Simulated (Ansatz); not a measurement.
Cartesian coordinates in Å:
```
O 0.2283 2.2753 0.5916
C -0.3888 1.0564 0.2196
C 0.6845 0.0062 0.0784
Ge -0.0199 -1.7478 -0.4376
H -0.4512 2.9476 0.6831
H -0.9299 1.1716 -0.7306
H -1.1208 0.7463 0.9793
H 1.2220 -0.1026 1.0241
H 1.4124 0.3204 -0.6743
H -0.7454 -1.6574 -1.7931
H 1.1304 -2.7606 -0.5570
H -1.0217 -2.2553 0.6164
```

Total charge 0; spin multiplicity 1.

Task: List the PBE0/def2-TZVPP orbital energies in eV (the Gaussian-basis code of Ansatz). (Estimate.)

Result: Computed: Occupied: -10859.67, -1357.95, -1207.76, -1207.76, -1207.75, -522.60, -279.54, -278.14, -170.67, -120.46, -120.46, -120.44, -33.30, -33.30, -33.29, -33.23, -33.23, -28.66, -21.17, -17.32, -15.25, -14.23, -13.34, -11.73, -10.70, -9.71, -9.27, -9.26, -8.80, -7.92. Lowest empty: 0.78, 1.12, 1.60, 1.74, 1.84, 2.78, 2.80, 2.94.
